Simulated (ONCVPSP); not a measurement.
**Varying the ONCV potential for oxygen**

Base potential:

```json
{
  "Element": "oxygen (O)",
  "Generator": "ONCVPSP 4.0.1",
  "Type": "optimised norm-conserving Vanderbilt (ONCV)",
  "Functional": "PBE",
  "Relativity": "non-relativistic",
  "Frozen core": "[He]",
  "Valence charge": "6",
  "Reference configuration": "2s2 2p4",
  "Partial waves": "2s: rc 1.00 bohr, ncon 3, nbas 7, qcut 6.6 1/bohr, 2 projectors, debl 2.9 Ha; 2p: rc 1.15 bohr, ncon 3, nbas 6, qcut 11.7 1/bohr, 2 projectors, debl 1.6 Ha",
  "Local potential": "polynomial inside 0.65 bohr (lpopt 5, dvloc0 0 Ha)",
  "Core correction": "none"
}
```

Cutoffs, loose and tight: the cutoffs (Ha) at which the residual kinetic energy of the hardest occupied pseudo-wave falls to 1 and 0.1 mHa per electron. They do not see the model core or the augmentation charge, which bear on the density cutoff. Test errors are all-electron minus pseudo excitation energies from the reference, over the configurations 2s2 2p3; 2s2 2p2; 2s2 2p1; 2s1 2p5. A dash means not determined; rows that change the core or the reference have their own tests.

| change | outcome | cutoff, loose | cutoff, tight | bound ghosts | GHOST(+) flags above zero | largest test error (meV) |
| --- | --- | --- | --- | --- | --- | --- |
| base | generated | 44 Ha | 138 Ha | none | none | +384 |
| local potential polynomial inside 0.65 bohr (lpopt 5, dvloc0 4 Ha) | generated | 44 Ha | 138 Ha | none | none | +381 |
| s: nproj 3 | generated | 44 Ha | 138 Ha | none | none | +381 |

(1) What comes out with this change to the base: s: rc 1.02?

(2) What comes out with this change to the base: s: rc 1.04?

Answers

(1) outcome: generated; cutoff, loose: 44 Ha; cutoff, tight: 131 Ha; bound ghosts: none; GHOST(+) flags above zero: none; largest test error (meV): +386.

(2) outcome: generated; cutoff, loose: 44 Ha; cutoff, tight: 122 Ha; bound ghosts: none; GHOST(+) flags above zero: none; largest test error (meV): +395.
